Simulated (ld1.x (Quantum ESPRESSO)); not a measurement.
Cutoff test, antimony, TM

| Quantity | Value |
| --- | --- |
| Element | antimony (Sb) |
| Generator | ld1.x (Quantum ESPRESSO) 7.5 |
| Type | norm-conserving Troullier–Martins (Kleinman–Bylander form) |
| Functional | PBE |
| Relativity | fully relativistic |
| Frozen core | [Kr] 4d10 |
| Valence charge | 5 |
| Reference configuration | 5s2 5p3 |
| Partial waves | 5s (bound): rc 1.90 bohr; 5p (bound): rc 2.10 bohr; 5d channel at 0.35 Ry: rc 2.10 bohr |
| Local potential | all-electron potential smoothed inside 2.00 bohr (lloc = -1) |
| Core correction | a·sin(br)/r model core inside 1.50 bohr |

Open shells are filled in proportion to 2j + 1 (rel_dist='average').

The pseudo-atom Hamiltonian at the reference potential is diagonalised in spherical Bessel functions j_l(qr) that vanish at 20 bohr, with q² up to the cutoff. All-electron valence levels (Ry): 5s -0.9421, 5p1/2 -0.3856, 5p3/2 -0.3410.

Q: How do the lowest levels (Ry) of each channel move with the cutoff, and are there ghosts?

A:

```tsv
cutoff (Ry)	s #1	p1/2 #1	p1/2 #2	p3/2 #1	p3/2 #2	d3/2 #1	d5/2 #1	f #1	Σ f·Δε (mRy)
8	-0.9161	-0.3763	0.0217	-0.3342	0.0243	0.0537	0.0543	0.1091	76.2
10	-0.9299	-0.3797	0.0215	-0.3373	0.0241	0.0536	0.0542	0.1091	38.9
12	-0.9357	-0.3828	0.0214	-0.3395	0.0240	0.0536	0.0542	0.1091	19.8
15	-0.9370	-0.3851	0.0213	-0.3407	0.0239	0.0536	0.0542	0.1091	12.6
18	-0.9372	-0.3855	0.0212	-0.3408	0.0239	0.0533	0.0539	0.1091	11.6
21	-0.9383	-0.3855	0.0212	-0.3408	0.0239	0.0529	0.0535	0.1091	9.4
25	-0.9398	-0.3856	0.0212	-0.3410	0.0239	0.0524	0.0529	0.1091	5.9
30	-0.9415	-0.3857	0.0212	-0.3411	0.0239	0.0517	0.0522	0.1091	1.9
35	-0.9421	-0.3858	0.0212	-0.3412	0.0239	0.0513	0.0517	0.1091	0.7
40	-0.9421	-0.3858	0.0212	-0.3412	0.0239	0.0510	0.0514	0.1091	0.6
45	-0.9422	-0.3858	0.0212	-0.3412	0.0239	0.0510	0.0512	0.1091	0.5
400	-0.9424	-0.3859	0.0212	-0.3412	0.0239	0.0508	0.0510	0.1091	0.0
```

Result: no extra level below or beside the all-electron valence levels (s, p1/2, p3/2, d3/2, d5/2, f tested); 10 mRy is reached at 21 Ry and 1 mRy at 35 Ry.
